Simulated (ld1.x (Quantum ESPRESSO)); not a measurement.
**Tc: one change to a TM potential, before and after**

ld1.x (Quantum ESPRESSO) 7.5 input, shortened:

```
&input
   title='Tc', zed=43., rel=1, dft='PBESOL', iswitch=3,
   config='[Kr] 4d4 5s0 5p0'
 /
 &inputp
   pseudotype=2, tm=.true., lloc=-1, rcloc=1.50,
   nlcc=.true., new_core_ps=.true.
 /
3
4S  1  0   2.00   0.00  1.15  1.15  0.0
4P  2  1   6.00   0.00  1.30  1.30  0.0
4D  3  2   4.00   0.00  1.85  1.85  0.0
 &test
   configts(1)='4s2 4p6 4d4 5s0 5p0'
 /
```

All-electron outer shells of the reference configuration (PBEsol, scalar-relativistic, ld1.x):

| shell | level (eV) | outermost node (bohr) | outermost maximum (bohr) |
| --- | --- | --- | --- |
| 3d | -280.75 | – | 0.31 |
| 4s | -103.59 | 0.50 | 0.95 |
| 4p | -75.32 | 0.50 | 1.01 |
| 4d | -35.13 | 0.50 | 1.24 |
| 5s | -27.62 | 1.25 | 2.37 |
| 5p | -21.19 | 1.39 | 2.76 |

Change: wave 4d (bound): rc 1.85 bohr becomes 4d (bound): rc 1.16 bohr.

Cutoffs: the cutoffs (Ry, on a coarse ladder) from which the occupation-weighted sum of valence levels, in a spherical-Bessel basis at the reference potential, stays within 10 and 1 mRy of its value at 400 Ry; they do not see the model core or the augmentation charge, which bear on the density cutoff. Errors are all-electron minus pseudo energies relative to the spin-unpolarised reference configuration.

How do hardness, ghosts and transferability respond?

The potential gets neither clearly harder nor softer (110 Ry and 180 Ry → 110 Ry and 200 Ry); the s channel sets the loose cutoff, while the largest relative change is in d, which becomes harder; of the 7 tests that both files solve, the error grows in 0 and shrinks in 2 by more than 15 % and 0.3 meV (median size 40.0 → 40.4 meV); neither file shows a bound ghost.

```tsv
quantity	base	changed
cutoff, loose	110 Ry	110 Ry
cutoff, tight	180 Ry	200 Ry
loose cutoff by channel (10 mRy a level)	s 90 Ry, p 50 Ry, d 40 Ry	s 90 Ry, p 50 Ry, d 50 Ry
bound ghosts	none	none
error for 4s2 4p6 4d5 5s2 5p0, meV [ΔE -51.73 eV]	-66	-66
error for 4s2 4p6 4d5 5s1 5p0, meV [ΔE -43.53 eV]	-40	-40
error for 4s2 4p6 4d5 5s0 5p0, meV [ΔE -28.69 eV]	+3.9	+2.7
error for 4s2 4p6 4d5 5s0 5p1, meV [ΔE -38.90 eV]	+1.8	+1.0
error for 4s1 4p6 4d5 5s2 5p0, meV [ΔE 28.16 eV]	-157	-143
error for 4s2 4p6 4d5 5s1 5p1, meV [ΔE -47.92 eV]	-35	-35
error for 4s2 4p5 4d5 5s2 5p0, meV [ΔE -0.27 eV]	-143	-136
```
